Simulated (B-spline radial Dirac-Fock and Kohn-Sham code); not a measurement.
## Satellites and hypersatellites of the K lines of Nd³⁺

System: Nd³⁺, configuration [Xe] 4f3.

Calculated with a radial finite-basis atomic code, using Dirac-Fock energy differences between relaxed states, corrected for Breit and QED terms. Each two-hole energy is an average over J within one jj subconfiguration, not an observable level; in light atoms, where LS coupling holds, the j-resolved values are not observed lines, and for a K spectator the Kα1 hypersatellite is nearly forbidden. Correlation energy is missing from these numbers.

Lines without a spectator: Kα2 (K-L2) 36844.2 eV, Kα1 (K-L3) 37358.0 eV, Kβ3 (K-M2) 42160.8 eV, Kβ1 (K-M3) 42265.3 eV. Shifts in eV with one spectator hole (a dash: not computed, or left out as unreliable):

```
spectator hole     Kα2     Kα1     Kβ3     Kβ1
        K (1s)  +729.0  +763.6  +936.4  +944.2
    L2 (2p1/2)   +85.5  +110.5       –  +224.9
    L3 (2p3/2)   +75.9   +78.6  +187.7       –
    M2 (3p1/2)       –  +14.88   +31.8   +38.1
    M3 (3p3/2)   +9.74       –   +30.3   +30.0
    M4 (3d3/2)   +2.57   -0.65       –       –
    M5 (3d5/2)   -1.58   +1.16       –       –
```

With n spectator holes in 2p, averaged over the 2p shell (energies in eV):

| n | KαLⁿ | step | hypersatellite KαʰLⁿ |
| --- | --- | --- | --- |
| 0 | 37186.7 | – | 37938.7 |
| 1 | 37273.6 | +86.9 | 38027.3 |
| 2 | 37361.8 | +88.3 | 38117.2 |
| 3 | 37451.5 | +89.7 | 38208.6 |
| 4 | 37542.6 | +91.1 | 38301.3 |
| 5 | 37635.1 | +92.5 | 38395.5 |
